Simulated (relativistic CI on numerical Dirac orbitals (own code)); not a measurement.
**Ni²⁺: resonant inelastic scattering at the M2,3 edge**

Computed with this model: Dirac-Coulomb-Breit CI, KLI orbitals optimised for each configuration, model QED, valence Slater integrals scaled by 0.8, Kramers-Heisenberg scattering through one core-hole configuration in a parametric crystal field; configurations [Ar] 3d8 → [Ne] 3s2 3p5 3d9; 300 K; core-hole width 0.48 eV; summed over polarisations. Incident energies are the highest absorption maxima for each field (at most a few, so the weaker spin-orbit partner edge can be absent), on the computed scale of the free ion. Intensities are in per cent of the strongest line above 0.02 eV; levels within 1 cm⁻¹ are merged; final levels count from the ground level, the first row holds all elastic scattering, lines under 0.4 are left out and each table stops after 24 rows. The scale of the Slater integrals is a model choice and moves the terms in proportion.

Field parameters in Wybourne normalisation: D4h B²₀ = −7Ds, B⁴₀ = 21(Dq − Dt), B⁴₄ = 21√(5/14) Dq. The field is a parameter set, without covalency.

S is read from ⟨S²⟩ = S(S + 1).

D4h, 10Dq = 17150, Ds = -1500, Dt = 700 cm⁻¹:

```tsv
Final level (eV)	Degeneracy	Irrep	S	68.9 eV	69.5 eV	73.9 eV
0.000	1	B2	1.00	66.1	83.9	130.1
0.001	2	E	1.00	12.3	18.5	10.3
1.325	1	A1	0.98	5.6	1.5	79.9
1.350	1	A2	1.00	11.1	2.8	14.3
1.358	2	E	1.00	18.0	19.4	77.6
1.361	1	B1	1.00	8.9	2.4	11.6
1.371	1	B2	1.00	19.6	9.9	53.2
1.902	1	B1	0.16	6.6	6.4	2.5
1.913	1	A1	0.09	6.1	5.1	2.8
2.124	2	E	1.00	21.4	21.6	86.2
2.127	1	B1	0.97	2.6	1.7	42.3
2.358	1	A1	0.99	3.9	5.1	52.7
2.378	1	A2	1.00	15.2	5.1	57.4
2.415	2	E	1.00	10.2	17.2	100.0
2.452	1	B2	1.00	3.9	3.4	59.3
2.496	1	B1	0.96	1.2	0.4	28.9
2.569	2	E	1.00	14.3	29.2	64.3
2.586	1	A1	0.99	1.8	1.3	29.1
3.257	2	E	0.03	4.5	7.9	1.6
3.307	1	A1	0.02	0.4	1.2	0.2
3.774	2	E	0.02	0.5	1.7	1.4
3.865	1	B2	0.12	4.1	3.3	0.9
4.349	1	A1	1.00	4.7	2.2	17.2
4.360	1	B1	1.00	2.2	0.3	12.3
```

D4h, 10Dq = 17150, Ds = -860, Dt = 700 cm⁻¹:

```
Final level (eV)  Degeneracy  Irrep     S  68.8 eV  69.6 eV  73.9 eV
           0.000           1     B2  1.00     80.2     80.3    143.9
           0.001           2      E  1.00     13.0     16.7      8.5
           1.332           1     A1  0.99      6.9      1.6     84.6
           1.352           1     A2  1.00     13.6      3.0     21.9
           1.374           2      E  1.00     26.1     21.8     98.2
           1.387           1     B1  0.99      6.5      1.5     14.8
           1.399           1     B2  1.00     23.3     11.5     56.1
           1.912           1     B1  0.17      3.8      4.5      6.1
           1.956           1     A1  0.07      2.6      4.2      2.4
           2.126           2      E  1.00     29.1     21.8    100.0
           2.131           1     B1  0.96      3.9      1.6     49.2
           2.437           1     A1  0.99      4.2      5.3     87.3
           2.480           1     A2  1.00     15.7      7.8     50.4
           2.494           2      E  1.00     17.4     21.3     99.2
           2.535           1     B2  1.00      6.7      6.2     56.2
           2.571           1     B1  0.97      1.1      0.6     24.5
           2.609           2      E  1.00     17.5     30.2     79.7
           2.635           1     A1  0.99      1.3      1.4     36.3
           3.284           2      E  0.03      2.9      7.4      1.9
           3.292           1     A1  0.02      0.1      1.2      0.2
           3.891           1     B2  0.15      1.8      2.8      1.4
           3.901           2      E  0.01      0.2      0.9      1.6
           4.235           1     A1  1.00      4.1      1.4     50.4
           4.249           2      E  0.99      3.4      5.6     64.3
```

For the first field the strongest loss at the lowest incident energy is the level at 2.12 eV (S = 1.00, against 1.00 in the thermal ground state).
